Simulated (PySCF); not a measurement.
Species: [TaCl6]- (charge -1 and singlet state).
Bonds: Ta1–Cl2, Ta1–Cl3, Ta1–Cl4, Ta1–Cl5, Ta1–Cl6, Ta1–Cl7.

Method: PBE0-D3(BJ)/def2-SVP geometry optimisation, gas phase, def2 core potentials past Kr in PySCF; density fitting, grid level 1; the optimiser is geomeTRIC in internal coordinates, started from a GFN2-xTB structure with every atom displaced at random (about 0.03 Å).

Step 0: E = -76652.1922 eV
```
atom  x, y, z in Å  |  force x, y, z in eV/Å
Ta1     0.0615   -0.0765    0.0125   -0.570   1.990  -0.702
Cl2    -0.0243   -0.0138    2.3507    0.066  -0.049   0.257
Cl3    -0.0301    0.0125   -2.3828    0.206  -0.092   0.323
Cl4     2.4568    0.0044    0.0032   -0.485  -0.064  -0.014
Cl5    -2.3651   -0.0371   -0.0557    0.546  -0.086   0.119
Cl6    -0.0313    2.3716    0.0075    0.150  -0.705   0.027
Cl7     0.0246   -2.3630   -0.0040    0.087  -0.994  -0.010
```

Step 1: E = -76652.2975 eV
```
atom  x, y, z in Å  |  force x, y, z in eV/Å
Ta1     0.0400   -0.0464    0.0048   -0.395   0.454  -0.184
Cl2    -0.0601    0.0040    2.3623    0.162  -0.096   0.140
Cl3     0.0147    0.0164   -2.3633   -0.006  -0.076  -0.091
Cl4     2.3913    0.0432   -0.0499    0.198  -0.155   0.130
Cl5    -2.3354   -0.0511   -0.0277   -0.048   0.007  -0.036
Cl6     0.0190    2.3325    0.0155   -0.039   0.027   0.009
Cl7     0.0224   -2.4006   -0.0102    0.127  -0.161   0.032
```

Step 2: E = -76652.2365 eV
```
atom  x, y, z in Å  |  force x, y, z in eV/Å
Ta1     0.0152   -0.0060   -0.0135   -0.053  -0.481   0.171
Cl2     0.0830   -0.0165    2.3647   -0.293   0.037  -0.025
Cl3    -0.0405    0.0332   -2.3750    0.288  -0.090  -0.158
Cl4     2.3621   -0.0647    0.0729    0.354   0.234  -0.279
Cl5    -2.3383    0.0133   -0.1020   -0.296  -0.250   0.283
Cl6    -0.0825    2.3400   -0.0150    0.242   0.330   0.073
Cl7     0.0929   -2.4012   -0.0007   -0.242   0.219  -0.065
```

Step 3: E = -76652.3080 eV
```
atom  x, y, z in Å  |  force x, y, z in eV/Å
Ta1     0.0321   -0.0333   -0.0019   -0.304   0.222  -0.096
Cl2     0.0069   -0.0057    2.3635   -0.040  -0.045   0.059
Cl3    -0.0187    0.0231   -2.3700    0.162  -0.082  -0.071
Cl4     2.3876   -0.0110    0.0108    0.161   0.037  -0.059
Cl5    -2.3399   -0.0168   -0.0669   -0.061  -0.129   0.140
Cl6    -0.0339    2.3400    0.0020    0.123   0.037   0.035
Cl7     0.0577   -2.3983   -0.0059   -0.040  -0.040  -0.008
```

Q: Estimate the geometry and energy of step 4. (The exact step hangs on the optimiser's Hessian estimate; all steps are aligned on step 3, rigid shifts and turns removed.)

A: E = -76652.3226 eV, largest force 0.151 eV/Å
```
atom  x, y, z in Å  |  force x, y, z in eV/Å
Ta1     0.0201   -0.0222   -0.0057   -0.113   0.085  -0.053
Cl2    -0.0116   -0.0179    2.3670    0.008  -0.009  -0.058
Cl3     0.0029    0.0116   -2.3807    0.054  -0.047   0.062
Cl4     2.3899    0.0109   -0.0089   -0.029  -0.027   0.003
Cl5    -2.3562   -0.0430   -0.0469    0.072  -0.007   0.050
Cl6     0.0015    2.3532    0.0075   -0.004  -0.058   0.017
Cl7     0.0453   -2.3946   -0.0009    0.013   0.062  -0.020
```

The energy changes by -0.0146 eV. The first-order estimate −F·Δx gives -0.0280 eV and the mean of the old and new forces, exact on a quadratic surface, -0.0149 eV. The step makes an angle of 45° with the force vector and moves no atom by more than 0.038 Å.

What follows is the cost of the whole optimisation. Hardware: an Arm Neoverse V1 with one thread, no GPU, shared host with 32 logical CPUs at a one-minute load of 11. Cost: 2.2 min of wall time, 0.57 GiB resident at most.
